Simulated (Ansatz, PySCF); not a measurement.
System: HO₃, net charge 0, doublet state. It need not be the lowest isomer of its formula. 
Structure (B3LYP-D3(BJ)/def2-TZVP (Ansatz, a program for electronic structure) minimum search):
SMILES: [O]OO
```xyz
4

O      0.2900     0.1010    -1.1274
O      0.3292     0.0866     0.4185
H      1.2118     0.3656    -1.2899
O     -0.7707    -0.2333     0.8701
```
Charge 0, spin multiplicity 2.

Quantity: vertical ionisation energy (to the singlet state of charge +1; each state is the SCF solution reached for its spin; the UHF <S^2> is 1.14 for the doublet (pure: 0.75); for the singlet the Hartree-Fock reference is unstable and T1 is 0.062; for the doublet T1 is 0.058), in eV. Cores are frozen in the correlated levels unless marked. UHF or UKS for open shells. No spin-orbit coupling. No relativistic terms. CBS(X,Y): correlation extrapolated as X^-3; Hartree-Fock from the larger set. The bracket is a focal-point correction in the basis named.

| level | program | vertical ionisation energy (eV) |
|---|---|---|
| PBE/def2-TZVPD | Ansatz | … |
| B3LYP/def2-TZVPD | Ansatz | 11.55 |
| M06-2X/def2-TZVPD | PySCF | 11.79 |
| CAM-B3LYP/def2-TZVPD | Ansatz | 11.78 |
| SCS-MP2/aug-cc-pVTZ | Ansatz | 10.33 |
| CCSD/aug-cc-pVDZ | Ansatz | … |
| RI-MP2/CBS(aug-cc-pVTZ,aug-cc-pVQZ)+[CCSD(T)-MP2]/aug-cc-pVTZ | Ansatz | 10.96 |

Task: What belongs in the gaps?

Result: 
- PBE/def2-TZVPD, vertical ionisation energy (eV): 10.84
- CCSD/aug-cc-pVDZ, vertical ionisation energy (eV): 11.10
